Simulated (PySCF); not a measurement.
Input file for PySCF: R-M06-2X/6-31G* on GeH10Si2 (a complex), monomers drawn apart or pushed together.

```python
from pyscf import gto, scf, dft, mp
from pyscf.data.elements import chemcore

mol = gto.M(
    atom='''
    Ge    0.01233141    0.13777355    0.04474913
    H    -1.31819227    0.71739864   -0.45656267
    H     0.68985238    1.14778768    0.98215662
    H     0.93404062   -0.14895454   -1.15010930
    H    -0.25299990   -1.16594684    0.81128662
    Si    1.14718616   -0.21928436    7.43531060
    Si   -1.19282470   -0.32222338    7.31825672
    H     1.60516075    1.18874889    7.35325471
    H     1.76813121   -0.98752757    6.33076424
    H     1.60660155   -0.79232488    8.72465212
    H    -1.78287094    0.29361954    8.53222518
    H    -1.64420944   -1.73230147    7.23470721
    H    -1.69984664    0.40746941    6.13160957
    ''',
    basis='6-31g*',
    cart=True,
    charge=0, spin=0, verbose=3, max_memory=1800)
mf = dft.RKS(mol, xc='m062x')
mf.conv_tol = 1e-8
mf.max_cycle = 100
mf.kernel()
if not mf.converged:
    mf = mf.newton().run(mf.mo_coeff, mf.mo_occ)
```

Output:

```
converged SCF energy = -2661.55103435151
```

The run converged.

Cost: around 10 core-seconds (rough).
